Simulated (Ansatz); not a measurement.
`NB1O[SiH]1F` + H₂ → `F[SiH]1BO1` + NH₃ at 400 K and 1 bar (hydrogenolysis of a B–N bond).

Isolated molecules relaxed with PBE0-D4/def2-TZVP in Ansatz; ΔE leaves out vibrations. CBS: MP2 limit from def2 TZ/QZ plus the TZ coupled-cluster correction, frozen cores. This one scheme is used for every species. Each species was taken in one conformer, which may not be the lowest.

| species | CCSD(T)/CBS energy (Eh) | H − E (kJ/mol) | S (J/(mol·K)) |
| --- | --- | --- | --- |
| `NB1O[SiH]1F` | -545.48789 | 151.3 | 343.6 |
| H₂ | -1.17544 | 38.0 | 139.0 |
| `F[SiH]1BO1` | -490.11970 | 95.5 | 307.5 |
| NH₃ | -56.50880 | 104.2 | 203.1 |

H − E and S are ideal-gas, rigid-rotor, harmonic terms from PBE0-D4/def2-TZVP, for one conformer and one mirror image of each species. The MP2-based limit puts H₂ 0.8 mEh under its directly extrapolated value; such offsets cancel only in part. 1 Eh = 2625.50 kJ/mol, R = 8.31446 J/(mol·K).

Problem. By hand: ΔE, ΔH, ΔS and ΔG.

Solution. ΔE = (-490.11970) + (-56.50880) − (-545.48789) − (-1.17544) = 0.03483 Eh = 91.4 kJ/mol. Δ(H − E) = 95.5 + 104.2 − 151.3 − 38.0 = 10.4, so ΔH = 101.8 kJ/mol. ΔS = 307.5 + 203.1 − 343.6 − 139.0 = 28.0 J/(mol·K). ΔG = 101.8 − 400 × (28.0)/1000 = 90.6 kJ/mol.

Problem. By hand: the equilibrium constant, and the temperature at which ΔG would vanish if ΔH and ΔS stayed fixed.

Solution. log₁₀ K = −ΔG/(RT ln 10) = -11.8. ΔG = 0 at ΔH/ΔS = 3636 K, far beyond where these terms or the molecules hold.

ΔH outweighs TΔS. A doubt of 5 kJ/mol in ΔE shifts log₁₀ K by 0.7 here. Other conformers and mirror images would add mixing entropy, several J/(mol·K) or more a flexible species. These are equilibria of isolated gas molecules and say nothing of rates. Largest T1 diagnostic: 0.015 (customary marks: 0.02 for closed shells, 0.045 for open ones).
